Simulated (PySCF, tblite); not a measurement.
Isomers of C6H8NO2P, one GFN2-xTB conformer each. Single-point energies are computed at PBE0/pcSseg-1 (PySCF, gas phase, no added dispersion term), electronic only.

```json
{"SMILES": "C[P@](=O)(O)c1ccncc1", "GFN2-xTB relative energy (kJ/mol)": "0.7"}
{"SMILES": "C[P@@](=O)(O)c1cccnc1", "GFN2-xTB relative energy (kJ/mol)": "0.0"}
```

Conformers: `[CH3:1][P@:2](=[O:3])([OH:4])[c:5]1[cH:6][cH:7][n:8][cH:9][cH:10]1` with C1–P2–O4–H 137°, C1–P2–C5–C6 -114°; `[CH3:1][P@@:2](=[O:3])([OH:4])[c:5]1[cH:6][cH:7][cH:8][n:9][cH:10]1` with C1–P2–O4–H -135°, C1–P2–C5–C6 -69°.

Task: What does PBE0/pcSseg-1 give for the same structures?

Result: 
```tsv
SMILES	PBE0/pcSseg-1 E (Eh)	PBE0/pcSseg-1 (kJ/mol)	GFN2-xTB (kJ/mol)	point group
C[P@@](=O)(O)c1cccnc1	-779.36899	0.0	0.0	C1
C[P@](=O)(O)c1ccncc1	-779.36839	1.6	0.7	C1
```

Both levels put the same isomer lowest. Neighbours under 10 kJ/mol apart (C[P@@](=O)(O)c1cccnc1 and C[P@](=O)(O)c1ccncc1) can change places with a better method, another conformer or zero-point energy.

Task: Which frontier levels, dipoles and rotational constants go with these structures?

Result: 
```
               SMILES  HOMO (eV, PBE0/pcSseg-1)  LUMO (eV)  dipole (D)       A, B, C (MHz)
C[P@@](=O)(O)c1cccnc1                     -7.55      -1.34        4.08  2437, 786.9, 703.5
 C[P@](=O)(O)c1ccncc1                     -7.60      -1.47        2.30  2463, 776.7, 696.1
```

Task: What happens when harmonic zero-point energies from GFN2-xTB frequencies are added?

Result: 
```json
{"SMILES": "C[P@@](=O)(O)c1cccnc1", "ZPE (kJ/mol)": "343.2", "electronic (kJ/mol)": "0.0", "with ZPE (kJ/mol)": "0.0"}
{"SMILES": "C[P@](=O)(O)c1ccncc1", "ZPE (kJ/mol)": "343.1", "electronic (kJ/mol)": "1.6", "with ZPE (kJ/mol)": "1.5"}
```

The zero-point energies span 0.1 kJ/mol. The order is unchanged.

Task: As an exercise, what shares would exp(−E/RT) give at 2000 K from these electronic energies alone (no entropy, no degeneracies)?

Result: RT = 16.629 kJ/mol: C[P@@](=O)(O)c1cccnc1 52.4 %, C[P@](=O)(O)c1ccncc1 47.6 %.
